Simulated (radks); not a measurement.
Ti+, 21 electrons, occupied as [Ar] 3d2 4s1. All-electron calculation, non-relativistic Kohn-Sham, Wu-Cohen GGA, spin-polarised, spherical densities, point nucleus; open shells are filled with parallel spins first. Program: a radial shooting solver on a logarithmic mesh with Libxc functionals.

Normalised radial functions P(r) = r R(r), r in bohr:

r         2p down  3d down
0.003913   0.0048   0.0000
0.005095   0.0081   0.0000
0.006634   0.0134   0.0000
0.008708   0.0226   0.0000
0.01134    0.0372   0.0001
0.01476    0.0609   0.0002
0.01938    0.0997   0.0004
0.02524    0.1588   0.0009
0.03286    0.2483   0.0018
0.04313    0.3839   0.0038
0.05616    0.5684   0.0077
0.07313    0.8100   0.0152
0.09599    1.1093   0.0297
0.125      1.4151   0.0550
0.1628     1.6731   0.0976
0.2136     1.7998   0.1673
0.2782     1.7127   0.2657
0.3622     1.4063   0.3939
0.4754     0.9468   0.5445
0.6191     0.5111   0.6823
0.8061     0.2075   0.7765
1.058      0.0561   0.7929
1.378      0.0099   0.7239
1.794      0.0010   0.5902
2.355      0.0000   0.4252
3.066      0.0000   0.2684
3.993      0.0000   0.1374
5.241      0.0000   0.0535
6.824      0.0000   0.0159
8.886      0.0000   0.0032

2p down: eigenvalue -450.22 eV, 0 radial nodes, <r> = 0.291 bohr, 90 % of the charge inside 0.478 bohr. 3d down (empty): eigenvalue -10.228 eV, 0 radial nodes, <r> = 1.48 bohr, 90 % of the charge inside 2.57 bohr.
